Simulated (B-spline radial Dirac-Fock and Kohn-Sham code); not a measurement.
**Binding energies of V³⁺ at several levels of theory**

System: V³⁺, configuration [Ar] 3d2.

The density-functional columns are spherical, spin-unpolarised Dirac-Kohn-Sham results without Breit or QED terms: −ε is minus the orbital energy of the initial state and ΔSCF the difference of two total energies. The reference in the last column comes from Dirac-Fock energy differences between relaxed states, corrected for Breit and QED terms. All numbers are from an atomic code on a B-spline grid, in eV; a selection of levels is shown. The Kohn-Sham columns are given as differences from the reference.

| level | LDA −ε − DF | LDA ΔSCF − DF | PBE −ε − DF | PBE ΔSCF − DF | Dirac-Fock |
| --- | --- | --- | --- | --- | --- |
| K (1s) | -130.7 | +8.2 | -117.3 | +22.1 | 5515.6 |
| L1 (2s) | -44.4 | -18.5 | -42.9 | -17.1 | 680.4 |
| L2 (2p1/2) | -29.9 | +0.1 | -29.6 | +0.4 | 572.3 |
| L3 (2p3/2) | -30.0 | -0.4 | -29.8 | -0.2 | 565.4 |
| M1 (3s) | -16.1 | -5.8 | -15.7 | -5.5 | 119.5 |
| M2 (3p1/2) | -9.3 | +0.5 | -9.3 | +0.6 | 87.20 |
| M3 (3p3/2) | -9.4 | +0.5 | -9.3 | +0.5 | 86.34 |
| M4,5 (3d) | -7.3 | +1.6 | -7.6 | +1.3 | 44.53 |

Values without a named source are computed, but for edge energies of neutral atoms, which are taken from tables.
